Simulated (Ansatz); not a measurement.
Mg9S9 (started as a model of: Mg9S9 zinc blende bond rod), 18 atoms. Hardware: 2 threads of AMD EPYC 7R13 on a shared host and a share (18 GiB) of an NVIDIA H100 80GB HBM3.

Correlated methods freeze 54 core orbitals; core or outer-core shells of Mg are correlated, in sets that lack core-valence functions. Single mean-field runs in def2-TZVP are fitted with def2-universal-jkfit.

**Question.** How many basis functions does each of these Ansatz runs have, and roughly what does it cost? r2SCAN-D4/def2-TZVP, charge 0 singlet, energy, from earlier orbitals; MP2/def2-SVP, charge 0 singlet, energy, from earlier orbitals; PBE-D4/def2-TZVP, charge 0 singlet, energy and forces, from earlier orbitals; PBE-D4/def2-SVP, charge 0 singlet, energy, from earlier orbitals; RPA@PBE/def2-SVP, charge 0 singlet, energy, from earlier orbitals; PBE0-D4/def2-SVP, charge 0 singlet, energy, from earlier orbitals; PBE-D4/def2-SVP, charge 0 singlet, relaxation, 4 steps; ωB97X-V/def2-TZVP, charge 0 singlet, energy, from earlier orbitals; PBE0-D4/def2-TZVP, charge 0 singlet, energy, from earlier orbitals.

**Answer.** Other jobs shared the machine, so times can vary by a factor of up to 3.

| run | functions | fitting or Cholesky vectors | wall time | peak host memory (GiB) |
| --- | --- | --- | --- | --- |
| MP2/def2-SVP, charge 0 singlet, energy, from earlier orbitals | 324 | 2718 | 2.9 s | 0.9 |
| PBE-D4/def2-SVP, charge 0 singlet, energy, from earlier orbitals | 324 | 3456 | 4.2 s | 1 |
| RPA@PBE/def2-SVP, charge 0 singlet, energy, from earlier orbitals | 324 | 2718 | 4.3 s | 1.7 |
| PBE0-D4/def2-SVP, charge 0 singlet, energy, from earlier orbitals | 324 | 2718 | 4.4 s | 0.96 |
| PBE-D4/def2-TZVP, charge 0 singlet, energy and forces, from earlier orbitals | 621 | 2160 | 4.7 s | 1.1 |
| PBE0-D4/def2-TZVP, charge 0 singlet, energy, from earlier orbitals | 621 | 2160 | 6 s | 1.1 |
| r2SCAN-D4/def2-TZVP, charge 0 singlet, energy, from earlier orbitals | 621 | 2160 | 6.5 s | 1.1 |
| ωB97X-V/def2-TZVP, charge 0 singlet, energy, from earlier orbitals | 621 | 2160 | 11 s | 1.3 |
| PBE-D4/def2-SVP, charge 0 singlet, relaxation, 4 steps | 324 | 3456 | 13 s | 1 |
